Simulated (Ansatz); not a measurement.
HO4Re, SMILES [O]=[Re](=[O])(=[O])[OH] (connectivity only; charge and spin as stated), charge -1, multiplicity 2. Atoms are numbered in the order given.

```xyz
6

Re     0.0424    -0.0243     0.0000
O      0.0262    -0.8781    -1.5188
O      0.0262    -0.8781     1.5188
O      1.4747     0.9679     0.0000
O     -1.8234     0.5872     0.0000
H     -1.8953     1.5437     0.0000
```
Charge -1, spin multiplicity 2.

Geometry optimised at PBE0-D3(BJ)/def2-SVPD. The multiplicity is an assumed one; no other spin state was optimised. The isomer is the one that the SMILES or the coordinates give; other isomers of the formula were not compared. The def2 effective core potentials stand for the cores of Re; spin–orbit coupling is left out. Other conformers were not sampled.

Two levels are set side by side: PBE-D3(BJ)/def2-SVPD (Ansatz, a first-principles code) and PBE0-D3(BJ)/def2-SVPD (Ansatz). Each level has its own optimised geometry; the coordinates shown are those of the second. Differences are taken from unrounded values.

| quantity | PBE0-D3(BJ) |
|---|---|
| mean bond length (Å) | 1.630 |
| bond Re1–O2 (Å) | 1.742 |
| bond Re1–O3 (Å) | 1.742 |
| bond Re1–O4 (Å) | 1.742 |
| bond Re1–O5 (Å) | 1.963 |
| bond O5–H6 (Å) | 0.959 |

What does PBE-D3(BJ) give, and how far is it from PBE0-D3(BJ)? (An estimate is asked for; the answer gives what the named calculation found.)


| quantity | PBE-D3(BJ) | PBE-D3(BJ) minus PBE0-D3(BJ) |
|---|---|---|
| mean bond length (Å) | 1.650 | 0.020 |
| bond Re1–O2 (Å) | 1.763 | 0.020 |
| bond Re1–O3 (Å) | 1.763 | 0.020 |
| bond Re1–O4 (Å) | 1.759 | 0.016 |
| bond Re1–O5 (Å) | 1.997 | 0.033 |
| bond O5–H6 (Å) | 0.971 | 0.011 |

Exact exchange shortens and stiffens bonds; PBE has none. Differences between two approximate levels are no errors against the true value.
